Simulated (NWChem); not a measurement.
Molecule: C$_{3}$H$_{5}$ClSi; SMILES CC#C[SiH2]Cl

Program: NWChem. Medium grid unless said otherwise, to which SCAN and Minnesota functionals are sensitive. Geometry: optimised at PBE-D3(BJ)/def2-SVP. Hybrids' shares of exact exchange are those that their runs print; pure functionals count as 0. The functionals differ in more than this share.

```csv
row,share of exact exchange,orbital gap (eV)
PBE/def2-SVP,0.00,5.25
"LDA (Slater exchange, VWN5)/def2-SVP",0.00,5.15
B3LYP/def2-SVP,0.20,6.97
PW6B95/def2-SVP,0.28,withheld
M05-2X/def2-SVP,0.56,9.69
```

Task: Fit a straight line of the last column on the one before it, predict the withheld value, and compare with the run.

Result: 
1. Means of the 4 shown rows: x = 0.190, y = 6.765. Slope Σ(x − x̄)(y − ȳ)/Σ(x − x̄)² = 1.679/0.2092 = 8.026; intercept 5.240.
2. The shown rows scatter about the line by 0.080 (root mean square); the largest residual is +0.12, at B3LYP/def2-SVP.
3. At x = 0.28 (PW6B95/def2-SVP; inside the shown range) the line gives 7.49.
4. The run gives 7.52, +0.03 from the line, 0.4 times the scatter.
